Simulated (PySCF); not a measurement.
In(H)(Cl)(OH) (ClH₂InO), SMILES [OH][InH][Cl].

The structure is a stationary point at B3LYP-D3(BJ)/def2-TZVP. The def2 effective core potentials stand for the cores of In; spin–orbit coupling is left out. The values are those of a single conformer.

All values below come from TDA-CAM-B3LYP/def2-SVPD run with PySCF 2.14.0.

Vertical excitations. Gas-phase values at a fixed geometry. State labels are in the subgroup Cs.

Question: Give excitation energies, oscillator strengths and character. (The exact figures need the calculation; the answer reports its results.)

Answer: 
```
state  symmetry  energy (eV)  λ (nm)      f                                                                main pairs
-----  --------  -----------  ------  -----  ------------------------------------------------------------------------
S1           A"         5.89     211  0.005                                                            HOMO→LUMO 94 %
S2           A"         5.93     209  0.005                                                        HOMO−1→LUMO+1 83 %
S3           A'         6.06     205  0.049                                        HOMO→LUMO+1 72 %, HOMO−1→LUMO 14 %
S4           A'         6.30     197  0.012  HOMO−1→LUMO 54 %, HOMO−3→LUMO+1 16 %, HOMO−4→LUMO+1 9 %, HOMO→LUMO+1 9 %
S5           A"         6.44     192  0.060                                                        HOMO−2→LUMO+1 77 %
S6           A"         6.57     189  0.006                                                          HOMO−3→LUMO 93 %
S7           A'         6.65     187  0.013                    HOMO−2→LUMO 53 %, HOMO−3→LUMO+1 24 %, HOMO−1→LUMO 16 %
S8           A"         7.02     177  0.007                                                          HOMO−4→LUMO 97 %
S9           A'         7.39     168  0.249  HOMO−3→LUMO+1 35 %, HOMO−2→LUMO 32 %, HOMO→LUMO+1 9 %, HOMO−4→LUMO+1 7 %
S10          A"         7.59     163  0.007                                    HOMO−1→LUMO+2 51 %, HOMO−2→LUMO+2 34 %
T1           A'         5.24     236      0                                      HOMO→LUMO+1 71 %, HOMO−3→LUMO+1 19 %
T2           A"         5.47     227      0                                    HOMO−1→LUMO+1 63 %, HOMO−2→LUMO+1 22 %
T3           A"         5.66     219      0                                          HOMO→LUMO 79 %, HOMO−3→LUMO 13 %
T4           A'         5.73     216      0                                        HOMO−1→LUMO 76 %, HOMO−2→LUMO 18 %
```
Triplets are in the Tamm–Dancoff approximation.
